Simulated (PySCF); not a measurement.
Simulated outer-valence photoelectron spectrum of `C#C[c+]1c(F)c1Cl`. Computed with EOM-IP-CCSD/aug-cc-pVDZ in PySCF, restricted Hartree–Fock reference, 11 core orbitals frozen, non-relativistic, gas phase, PBE0-D3(BJ)/def2-SVP geometry.

Each root has a Gaussian of 0.3 eV full width with its one-hole share as area; cross sections and vibrations are left out, and the highest printed point is 100.

ionisation energy (eV), intensity and a bar:
```
     15.9          1 
     16.0          8 ##
     16.1         33 ##########
     16.2         76 #######################
     16.3        100 ##############################
     16.4         75 #######################
     16.5         32 ##########
     16.6          8 ##
     16.7          1 
     16.8          0 
     16.9          0 
     17.0          0 
     17.1          1 
     17.2          7 ##
     17.3         24 #######
     17.4         47 ##############
     17.5         49 ###############
     17.6         28 ########
     17.7          9 ###
     17.8          3 #
     17.9         11 ###
     18.0         32 #########
     18.1         50 ###############
     18.2         44 #############
     18.3         20 ######
     18.4          5 ##
     18.5          1
```

**Question.** Where are the maxima, and how many lines lie under the curve?

**Answer.** 3 maxima, at 16.3, 17.5 and 18.1 eV, from 4 lines. At this width some lines have no maximum of their own.

**Question.** List the lines with their holes.

**Answer.** 
```json
{"E (eV)": "16.26", "leading hole (HF orbital)": "HOMO", "area": "0.96", "Koopmans (eV)": "16.32"}
{"E (eV)": "16.34", "leading hole (HF orbital)": "HOMO-1", "area": "0.96", "Koopmans (eV)": "16.56"}
{"E (eV)": "17.46", "leading hole (HF orbital)": "HOMO-2", "area": "0.95", "Koopmans (eV)": "18.48"}
{"E (eV)": "18.13", "leading hole (HF orbital)": "HOMO-3", "area": "0.94", "Koopmans (eV)": "18.82"}
```

The widest gap, 1.12 eV, lies between 16.34 and 17.46 eV. Only orbitals with −ε under 21 eV, eight at most, were ionised, so the high end of the curve may lack lines.
